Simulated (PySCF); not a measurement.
B₃H₆N₃, SMILES N1BNBNB1.

Geometry: B3LYP-D3(BJ)/def2-SVP.

Vertical ionisation energy (IE) and electron affinity (EA) in eV. Rows of orbital energies are one-electron estimates. Where ΔSCF, EOM or ADC give a negative EA the extra electron is unbound and the value depends on the basis.

```
level                                           IE    EA
--------------------------------------------  ----  ----
−ε(HOMO), −ε(LUMO), M06-2X/def2-TZVP (PySCF)     ?     ?
−ε(HOMO), −ε(LUMO), PBE/def2-TZVP (PySCF)     6.90  0.65
```

Complete the blanks. (The exact figures need the calculation; the answer reports its results.)


- −ε(HOMO), −ε(LUMO), M06-2X/def2-TZVP (PySCF), IE: 9.44
- −ε(HOMO), −ε(LUMO), M06-2X/def2-TZVP (PySCF), EA: -1.20
